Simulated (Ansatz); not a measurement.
Ideal-gas functions of HO4Re, SMILES `[O]=[Re](=[O])(=[O])[OH]` at 400 K and 1 bar, from an Ansatz frequency run at PBE0-D4/def2-TZVP.

Molar mass 251.21 g/mol, point group Cs (symmetry number 1), electronic degeneracy 1, moments of inertia 123.062, 136.739, 138.901 u Å². Harmonic wavenumbers (cm⁻¹, unscaled): 151, 256, 263, 314, 352, 359, 689, 771, 1029, 1031, 1075, 3861.

Use S(trans) = R[1.5 ln M + 2.5 ln T − 1.1517]; rotational temperatures θ = 24.2544 K / I; S(rot) = R[ln(√π/σ · √(T³/θAθBθC)) + 1.5]; for each mode x = 1.438777 ν̃/T, S = R[x/(eˣ − 1) − ln(1 − e⁻ˣ)] and H = RT x/(eˣ − 1); 1 cm⁻¹ = 0.0119627 kJ/mol; R = 8.31446 J/(mol·K).

Task: By hand: the entropy, in J/(mol·K).

Result: Translation 183.9. Rotation: θ = 0.1971, 0.1774, 0.1746 K, giving 113.2. Vibration, mode by mode: 13.49, 9.29, 9.08, 7.73, 6.89, 6.74, 2.62, 2.07, 0.99, 0.98, 0.86, 0.00, in all 60.7. Electronic 0.0. Sum 357.8 J/(mol·K).

Task: By hand: H − E and G − E in kJ/mol, counted from the electronic energy.

Result: Zero-point energy ½ × 10151 × 0.0119627 = 60.7; thermal vibration 13.9; translation, rotation and pV give 4 RT = 13.3. H − E = 87.9 kJ/mol, and G − E = 87.9 − 400 × 357.8/1000 = -55.2 kJ/mol.

Vibration gives 17 % of the entropy. The sum counts one conformer and one mirror image; others add a mixing term.
